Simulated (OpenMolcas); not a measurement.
Pd3+ among 3 point charges of -2 e arranged as a planar triangle (D3h), 1.85 Å from the ion.
```
   1.8500    0.0000    0.0000  -2.00
  -0.9250    1.6021    0.0000  -2.00
  -0.9250   -1.6021    0.0000  -2.00
```

```json
{"Program": "OpenMolcas", "Method": "CASSCF", "Basis": "ANO-RCC-VDZP [6s5p3d1f]", "Scalar Hamiltonian": "DKH2, point nucleus", "Active space": "7 electrons in 5 orbitals (4d)", "State averaging": "2S+1 = 4 even, 10 roots; 2S+1 = 2 even, 40 roots", "Spin-orbit coupling": "state interaction with AMFI integrals over the reference wave functions"}
```

(1) What is the spin-free ground state (labels of D3, the rotations of D3h)?

(2) Where is the first state of the same spin?

(3) What are the lowest two levels with spin-orbit coupling?

(4) What is χT at 300 K, and how does it compare with the textbook value?

Results:

(1) 4A2, 1-fold in its orbital part, 91 % from free-ion F terms; it has the highest spin that d7 allows.

(2) 4E at 361 cm-1 above the ground state. The two act as a nearly degenerate pair, with unquenched orbital momentum.

(3) A 2-fold level E1/2 with g = 1.60, 6.32, 6.32, then a 2-fold level E3/2 399.8 cm-1 above it. Their leading multiplicities are 4 (98 %) and 4 (98 %).

(4) The lowest level has 2S+1 = 4, for which the spin-only value is χT = S(S+1) / 2 = 1.875 cm3 K/mol (g = 2). The computed 4.200 at 300 K differs by +2.325, through orbital momentum, spin-orbit coupling and any other state in reach.

Spin-orbit coupling mixes the spin-free states strongly: the lowest level takes only 58 % from its leading state, 4A2. Without dynamic correlation the repulsion within the d shell is too large (B by tens of per cent), so at a given field states of lower spin stand too high. Point charges give a weaker field than real ligands, and real ions of this kind are as a rule low spin; the high spin found here belongs to the model. Point charges carry no covalency, so the field is a model and not that of real ligands. No measured value stands beside these numbers.
